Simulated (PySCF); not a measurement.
C3H8GeSi, SMILES [CH]1=C([SiH2][GeH2]1)C. The structure is a stationary point at PBE-D3(BJ)/def2-SVP. The structure was generated by enumeration, and PubChem lists no compound with its InChIKey, so it may never have been made.

Computed equilibrium geometry at PBE-D3(BJ)/def2-SVP (PySCF confirms it by a frequency run) as bond lengths and angles, and its point group:
point group Cs.
Atoms: C1 C2 C3 Ge4 Si5 H6 H7 H8 H9 H10 H11 H12 H13. Bonds (Å): C1–C2 1.500, C1–H6 1.111, C1–H7 1.111, C1–H8 1.110, C2–C3 1.368, C2–Si5 1.911, C3–Ge4 1.977, C3–H9 1.108, Ge4–Si5 2.394, Ge4–H10 1.554, Ge4–H11 1.554, Si5–H12 1.509, Si5–H13 1.509. Bond angles (°): C2–C1–H6 110.9, C2–C1–H7 110.9, C2–C1–H8 112.2, H6–C1–H7 106.0, H6–C1–H8 108.3, H7–C1–H8 108.3, C1–C2–C3 126.2, C1–C2–Si5 129.3, C3–C2–Si5 104.5, C2–C3–Ge4 106.1, C2–C3–H9 123.0, Ge4–C3–H9 130.9, C3–Ge4–Si5 72.7, C3–Ge4–H10 115.1, C3–Ge4–H11 115.1, Si5–Ge4–H10 120.6, Si5–Ge4–H11 120.6, H10–Ge4–H11 108.6, C2–Si5–Ge4 76.7, C2–Si5–H12 115.1, C2–Si5–H13 115.1, Ge4–Si5–H12 120.0, Ge4–Si5–H13 120.0, H12–Si5–H13 107.4.
Charge 0, spin multiplicity 1.
